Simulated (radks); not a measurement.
Problem. The mean radii <r> (bohr) of the occupied orbitals of an atom or ion are listed with their occupations. All-electron calculation, non-relativistic Kohn-Sham, PBE, spin-polarised, spherical densities, point nucleus. Program: a radial shooting solver on a logarithmic mesh with Libxc functionals.

| orbital | occ. | <r> |
|---|---|---|
| 1s up | 1 | 0.02020 |
| 1s down | 1 | 0.02020 |
| 2s up | 1 | 0.08526 |
| 2s down | 1 | 0.08526 |
| 2p up | 3 | 0.07210 |
| 2p down | 3 | 0.07210 |
| 3s up | 1 | 0.2162 |
| 3s down | 1 | 0.2162 |
| 3p up | 3 | 0.2063 |
| 3p down | 3 | 0.2063 |
| 3d up | 5 | 0.1808 |
| 3d down | 5 | 0.1807 |
| 4s up | 1 | 0.4787 |
| 4s down | 1 | 0.4787 |
| 4p up | 3 | 0.4843 |
| 4p down | 3 | 0.4843 |
| 4d up | 5 | 0.4961 |
| 4d down | 5 | 0.4959 |
| 4f up | 7 | 0.5285 |
| 4f down | 6 | 0.5279 |
| 5s up | 1 | 1.013 |
| 5s down | 1 | 1.013 |
| 5p up | 1 | 1.063 |

Name the element and its charge. Open shells, if any, are filled with parallel spins first.

Solution. Z = 75, rhenium, charge +13: Re13+ in [Kr] 4d10 4f13 5s2 5p1. The 1s radius gives Z: for a bare nucleus <r> = 1.5/Z, 0.02 bohr for Z = 75, and screening makes it slightly larger (0.02020 here). The occupations add up to 62, and the charge is Z minus that.
